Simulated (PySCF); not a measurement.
NMR data simulated for an unnamed compound:

¹H NMR (600 MHz, computed): δ 7.65 (m, 1H), 4.52 (s, 3H), 2.89 (m, 3H).

¹³C{¹H} NMR (computed): δ 210.8 (C), 160.8 (C), 145.9 (CH), 21.8 (CH3).

Isolated molecule, rapidly exchanging positions averaged, relativity neglected, a single conformation. GIAO PBE0/pcSseg-1 shieldings; geometry: GFN2-xTB; PySCF 2.14.0 with density-fitted response routines.

References, each an isolated molecule treated in the same way: ¹H, ¹³C against TMS.

Which of these does the molecule contain: a benzene ring, an aldehyde, a heteroaromatic ring, a vinyl group CH=CH2, a Si–H bond?

## Answers


- A benzene ring: no.
- An aldehyde: no.
- A heteroaromatic ring: yes.
- A vinyl group CH=CH2: no.
- A Si–H bond: yes (δH 4.52 (s)).

The data belong to `Cc1oc([SiH3])cp1`, C₄H₇OPSi; they needn't prove each group on their own.

Carbon signals by region: 2 in the far downfield region (above 160 ppm), 1 in the sp2 and nitrile region (100–160 ppm), 1 below 50 ppm. Above 160 ppm: 210.8, substituted aromatic carbon next to the ring oxygen, 160.8, substituted aromatic carbon next to the ring oxygen.

Splittings by ³¹P in the carbon and heteronuclear signals aren't shown, as no couplings were computed. Shifts are as computed. Against solution values, carbons near 30 ppm lie about +3 ppm off and those near 130 ppm about +5 ppm. Of 1211 compounds with measured shifts, 218 miss one by over three times the rms of a fit or turn the order of signals round; such compounds aren't used in these exercises. Multiplicities follow the n + 1 count of equivalent neighbours, as no J values were calculated; m marks all less simple cases, F and P coupling included.
